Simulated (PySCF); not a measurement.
Compound: C4H2BF3O2.
Cartesian coordinates in Å at the PBE0-D3(BJ)/def2-SVP level; atoms count from 1:
```
atom  x, y, z in Å
O1     3.0393   -0.3329   -0.3399
B2     2.0971    0.5650    0.0568
O3     2.4593    1.8369    0.3319
C4     0.6128    0.1521    0.2029
C5    -0.5460   -0.2147    0.3063
C6    -1.8850   -0.6473    0.4501
F7    -2.1916   -1.3924    1.5153
C8    -2.8617   -0.3560   -0.4236
F9    -2.6731    0.3587   -1.4964
F10   -4.0932   -0.7601   -0.2985
H11    2.6773   -1.2068   -0.5136
H12    3.4053    1.9710    0.2003
```

Level of theory: TDDFT wB97X-D/def2-SVPD, vertical, gas phase, core orbitals frozen in the response (PySCF 2.14.0, density-fitted response routines).

Ground-to-excited transition dipoles (e·a0, same axes as the geometry; the sign carries no meaning), for the states with f of 0.002 or more among the lowest 7:

```json
{"state": "S1", "E (eV)": "4.468", "μx": "-0.204", "μy": "-0.053", "μz": "-0.061"}
{"state": "S2", "E (eV)": "5.540", "μx": "0.923", "μy": "-0.029", "μz": "0.355"}
{"state": "S3", "E (eV)": "6.079", "μx": "-0.465", "μy": "-0.050", "μz": "-0.097"}
{"state": "S4", "E (eV)": "6.639", "μx": "0.175", "μy": "-0.040", "μz": "0.020"}
{"state": "S5", "E (eV)": "6.917", "μx": "-1.458", "μy": "-0.238", "μz": "-0.363"}
{"state": "S6", "E (eV)": "6.972", "μx": "1.494", "μy": "0.079", "μz": "0.180"}
{"state": "S7", "E (eV)": "7.493", "μx": "0.088", "μy": "0.333", "μz": "0.251"}
```

(1) What oscillator strength does each state have?

(2) What angle do the transition dipoles of S5 and S7 make?

## Answers

(1) f = (2/3) ΔE |μ|² with ΔE in hartree (27.2114 eV).

```tsv
state	|μ|² (au)	|μ| (D)	f
S1	0.048	0.56	0.005
S2	0.979	2.51	0.133
S3	0.228	1.21	0.034
S4	0.033	0.46	0.005
S5	2.314	3.87	0.392
S6	2.272	3.83	0.388
S7	0.181	1.08	0.033
```

(2) |cos θ| = |μa·μb| / (|μa| |μb|) = 0.46, so θ ≈ 63° (taken between 0 and 90°, since the signs are arbitrary).

The vertical ionisation energy (ΔSCF) is 9.35 eV, 1.85 eV above S7.

One conformer stands for the species.
